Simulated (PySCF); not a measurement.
CH7F2NSi2, SMILES N[Si@@H](C[SiH2]F)F.

Geometry: PBE0-D3(BJ)/def2-SVP. The structure was generated by enumeration; whether it is a known compound was not checked. One conformer was computed; it need not be the lowest.

These are PySCF 2.14.0 with PBE0-D3(BJ)/def2-SVP values and carry that method's errors.

Frequencies are harmonic and unscaled.

```json
[
 {"mode": "1", "ν (cm⁻¹)": "27", "IR (km/mol)": "2.4", "moving atoms (share of kinetic energy)": "F 54 %, C 15 %, H 15 %, N 13 %"},
 {"mode": "2", "ν (cm⁻¹)": "104", "IR (km/mol)": "1.8", "moving atoms (share of kinetic energy)": "Si 29 %, F 29 %, H 28 %, N 8 %"},
 {"mode": "3", "ν (cm⁻¹)": "148", "IR (km/mol)": "3.9", "moving atoms (share of kinetic energy)": "F 44 %, N 29 %, Si 12 %, H 10 %"},
 {"mode": "4", "ν (cm⁻¹)": "205", "IR (km/mol)": "3.2", "moving atoms (share of kinetic energy)": "F 39 %, H 21 %, Si 18 %, N 16 %"},
 {"mode": "5", "ν (cm⁻¹)": "247", "IR (km/mol)": "20.3", "moving atoms (share of kinetic energy)": "F 40 %, Si 27 %, H 20 %, N 8 %"},
 {"mode": "6", "ν (cm⁻¹)": "289", "IR (km/mol)": "1.1", "moving atoms (share of kinetic energy)": "H 58 %, Si 19 %, N 9 %, C 8 %"},
 {"mode": "7", "ν (cm⁻¹)": "315", "IR (km/mol)": "17.4", "moving atoms (share of kinetic energy)": "Si 33 %, F 31 %, H 20 %, N 14 %"},
 {"mode": "8", "ν (cm⁻¹)": "384", "IR (km/mol)": "41.7", "moving atoms (share of kinetic energy)": "H 68 %, N 14 %, Si 13 %"},
 {"mode": "9", "ν (cm⁻¹)": "442", "IR (km/mol)": "165.2", "moving atoms (share of kinetic energy)": "H 79 %, N 18 %"},
 {"mode": "10", "ν (cm⁻¹)": "539", "IR (km/mol)": "2.3", "moving atoms (share of kinetic energy)": "H 61 %, Si 28 %"},
 {"mode": "11", "ν (cm⁻¹)": "596", "IR (km/mol)": "5.1", "moving atoms (share of kinetic energy)": "H 54 %, C 37 %"},
 {"mode": "12", "ν (cm⁻¹)": "711", "IR (km/mol)": "70.1", "moving atoms (share of kinetic energy)": "H 57 %, C 23 %, Si 10 %"},
 {"mode": "13", "ν (cm⁻¹)": "727", "IR (km/mol)": "19.5", "moving atoms (share of kinetic energy)": "H 87 %"},
 {"mode": "14", "ν (cm⁻¹)": "750", "IR (km/mol)": "6.1", "moving atoms (share of kinetic energy)": "H 63 %, C 24 %"},
 {"mode": "15", "ν (cm⁻¹)": "760", "IR (km/mol)": "26.1", "moving atoms (share of kinetic energy)": "H 50 %, C 30 %, Si 12 %"},
 {"mode": "16", "ν (cm⁻¹)": "830", "IR (km/mol)": "84.9", "moving atoms (share of kinetic energy)": "F 38 %, Si 25 %, H 23 %, N 12 %"},
 {"mode": "17", "ν (cm⁻¹)": "847", "IR (km/mol)": "28.5", "moving atoms (share of kinetic energy)": "F 51 %, H 28 %, Si 21 %"},
 {"mode": "18", "ν (cm⁻¹)": "868", "IR (km/mol)": "167.2", "moving atoms (share of kinetic energy)": "H 75 %, Si 13 %, N 9 %"},
 {"mode": "19", "ν (cm⁻¹)": "904", "IR (km/mol)": "102.9", "moving atoms (share of kinetic energy)": "H 68 %, N 19 %, Si 9 %"},
 {"mode": "20", "ν (cm⁻¹)": "928", "IR (km/mol)": "95.3", "moving atoms (share of kinetic energy)": "H 49 %, Si 31 %, F 13 %"},
 {"mode": "21", "ν (cm⁻¹)": "958", "IR (km/mol)": "208.9", "moving atoms (share of kinetic energy)": "H 58 %, Si 25 %, N 11 %"},
 {"mode": "22", "ν (cm⁻¹)": "968", "IR (km/mol)": "228.4", "moving atoms (share of kinetic energy)": "H 75 %, Si 17 %"},
 {"mode": "23", "ν (cm⁻¹)": "1012", "IR (km/mol)": "50.2", "moving atoms (share of kinetic energy)": "H 86 %, Si 11 %"},
 {"mode": "24", "ν (cm⁻¹)": "1085", "IR (km/mol)": "182.4", "moving atoms (share of kinetic energy)": "H 50 %, C 43 %"},
 {"mode": "25", "ν (cm⁻¹)": "1367", "IR (km/mol)": "16.5", "moving atoms (share of kinetic energy)": "H 92 %"},
 {"mode": "26", "ν (cm⁻¹)": "1544", "IR (km/mol)": "72.3", "moving atoms (share of kinetic energy)": "H 89 %, N 11 %"},
 {"mode": "27", "ν (cm⁻¹)": "2252", "IR (km/mol)": "158.3", "moving atoms (share of kinetic energy)": "H 97 %"},
 {"mode": "28", "ν (cm⁻¹)": "2266", "IR (km/mol)": "72.6", "moving atoms (share of kinetic energy)": "H 97 %"},
 {"mode": "29", "ν (cm⁻¹)": "2274", "IR (km/mol)": "162.2", "moving atoms (share of kinetic energy)": "H 97 %"},
 {"mode": "30", "ν (cm⁻¹)": "3072", "IR (km/mol)": "0.7", "moving atoms (share of kinetic energy)": "H 94 %"},
 {"mode": "31", "ν (cm⁻¹)": "3137", "IR (km/mol)": "0.5", "moving atoms (share of kinetic energy)": "H 91 %, C 9 %"},
 {"mode": "32", "ν (cm⁻¹)": "3607", "IR (km/mol)": "48.3", "moving atoms (share of kinetic energy)": "H 96 %"},
 {"mode": "33", "ν (cm⁻¹)": "3716", "IR (km/mol)": "68.6", "moving atoms (share of kinetic energy)": "H 91 %, N 9 %"}
]
```
